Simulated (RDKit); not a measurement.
RDKit input (UFF):

```python
from rdkit import Chem
from rdkit.Chem import AllChem, rdDetermineBonds

mol = Chem.MolFromXYZFile('mol.xyz')
rdDetermineBonds.DetermineBonds(mol, charge=1)
print('SMILES', Chem.MolToSmiles(Chem.RemoveHs(mol)))
ff = AllChem.UFFGetMoleculeForceField(mol)
e0 = ff.CalcEnergy()
flag = ff.Minimize(maxIts=5000, forceTol=1e-5)
print(f'energy {e0:.4f} -> {ff.CalcEnergy():.4f} kcal/mol, converged: {flag == 0}')
print(Chem.MolToXYZBlock(mol))
```
mol.xyz:
```
12

C      1.98679200     0.38471200     0.17345800
N      0.86705900    -0.55342200     0.03469700
B     -0.47638700    -0.28789200    -0.03602000
O     -1.60604900    -1.00095900    -0.09668000
O     -0.87933600     1.17312100    -0.05077600
H      1.64308100     1.33773500     0.57678000
H      2.71163100    -0.00975900     0.88269400
H      2.48480400     0.55368800    -0.78175100
H      1.15334900    -1.52049200    -0.02146600
H     -1.58472700    -1.95878900    -0.00086000
H     -0.30504400     1.87346700    -0.39975500
H     -1.82824100     1.35200400    -0.17951200
```

Output:

```
SMILES CNB(O)[OH2+]
energy 92.6051 -> 5.3248 kcal/mol, converged: True
12

C      1.876112   -0.063511    0.571436
N      1.162031   -0.229660   -0.694051
B     -0.308766    0.155962   -0.517642
O     -1.355811   -0.851423   -0.688048
O     -0.668610    1.542227   -0.218989
H      1.872364    1.003362    0.886219
H      1.429953   -0.696415    1.372062
H      2.934496   -0.371302    0.436230
H      1.194264   -1.244958   -0.943422
H     -1.488624   -1.229535    0.217718
H     -1.286910    1.820610   -0.941000
H     -1.193566    1.508059    0.620294
```

The dipole moment of an ion depends on the origin.

The geometry given is a B3LYP-D3(BJ)/def2-TZVP minimum.
